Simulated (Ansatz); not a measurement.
Input file for Ansatz (a first-principles code): U-PBE0/def2-SVP on Ag, 2S+1 = 2, a spin state set in the input, which need not be the lowest. Elements past Kr take the def2 small-core potentials; no spin–orbit coupling.

Ansatz 0.2 input:
```yaml
crystal:
  periodic: [false, false, false]
  atoms:
    - {symbol: Ag, position_ang: [0.00000000, 0.00000000, 0.00000000]}
basis:
  gaussian:
    orbitals: def2-SVP
hamiltonian:
  xc: {name: PBE0}
magnetization: {spin_polarized: true, initial_magnetization: 1}
scf: {lower_state_search: full}
```

Output:

```
Functional definition: PBE0
[...]
integrals: 0.01 GiB planned
225 factors; integrals over basis functions are off by at most 2.4e-4 eV
mean field: 0.09 GiB planned
mean field evaluation 1: about -3996.7925 eV, gradient 1.7e1 eV
mean field evaluation 2: about -3996.7926 eV, gradient 1.7e1 eV
mean field evaluation 4: about -3998.1726 eV, gradient 7.0e-1 eV
mean field evaluation 8: about -3998.1769 eV, gradient 4.4e-4 eV
mean field evaluation 16: about -3997.9889 eV, gradient 5.3e0 eV
mean field evaluation 32: about -3997.9878 eV, gradient 6.7e0 eV
mean field evaluation 64: about -3998.1701 eV, gradient 7.1e-1 eV
mean field -3998.17693479 eV, -146.9302922918 hartree, gradient 2.7e-6 eV, S^2 0.751239; 4 other end points of the search recorded, 0 dependent functions left out
reference -3998.17696168 eV, -146.9302932799 hartree; 10, 9 occupied and 21, 22 virtual orbitals, 225 factors
Total energy: -3998.17696168 eV, -146.9302932799 hartree
```

The run converged.

Cost: about 2.5 core-seconds (a rough figure).
